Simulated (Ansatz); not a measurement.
**Worked example: ZnBr2 + AlH2Br → ZnHBr + AlHBr2**

Species: ZnBr2 `[Br][Zn][Br]`, singlet; AlH2Br `[AlH2][Br]`, singlet; ZnHBr `[ZnH][Br]`, singlet; AlHBr2 `[Br][AlH][Br]`, singlet. The partners trade Br for H: Zn–Br and Al–H bonds give way to Zn–H and Al–Br.

Shapes, held fixed at every level: PBE0-D4/def2-TZVP. Programs: Ansatz 0.2.0. Electronic energies: no zero-point or thermal term.

At wB97M-V/def2-TZVPP; 1 Eh = 2625.50 kJ/mol:

```
species   energy (Eh)
  ZnBr2  -6927.446937
 AlH2Br  -2817.675310
  ZnHBr  -4353.956141
 AlHBr2  -5391.177236
```

Work out ΔE of the reaction at this level.


1. Products less reactants: (-4353.956141) + (-5391.177236) − [(-6927.446937) + (-2817.675310)] = -0.011130 Eh = -29.2 kJ/mol.

Other levels give -38.7 (SPW92/def2-TZVPP) to -3.5 kJ/mol (HF/def2-SVP). No measured value is set beside it here. Relativity is left out for Br, Zn unless named.
